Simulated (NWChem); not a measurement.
**Spin states of CNO**

```xyz
3

N      0.0000     0.0000     1.2646
C      0.0000     0.0000     0.0391
O      0.0000     0.0000    -1.1358
```
Charge 0, spin multiplicity 2.

Everything below was run with NWChem. Structure: optimised with UPBE0/def2-SVP, a minimum by its harmonic frequencies.

Basis set: def2-TZVP. The gap is E(quartet) − E(doublet) at the geometry of the doublet, so a negative value puts the higher spin lower. Open shells are unrestricted. The quartet is the single determinant that the SCF runs reached, with unpaired electrons in orbitals of symmetry b1 and b1 and b2 (C2v labels); it need not be the lowest quartet, which in molecules with degenerate π orbitals can need several determinants.

The correlated methods keep 3 core orbitals frozen. B3LYP has NWChem's definition, with VWN1-RPA local correlation. The structure started from a generated list of species. The unpaired electrons of the parent sit in orbitals of symmetry b1 (C2v labels of the run); other states weren't searched. No SCF solution was tested for a lower state. Open-shell Hartree-Fock references start from PBE0 orbitals.

Problem. For the vertical doublet-quartet gap, B3LYP gives 150.9 kcal/mol and PBE gives 152.5 kcal/mol. What do PBE0, HF, MP2 give?

Solution. PBE0: 150.0 kcal/mol; HF: 133.4 kcal/mol; MP2: 162.2 kcal/mol.
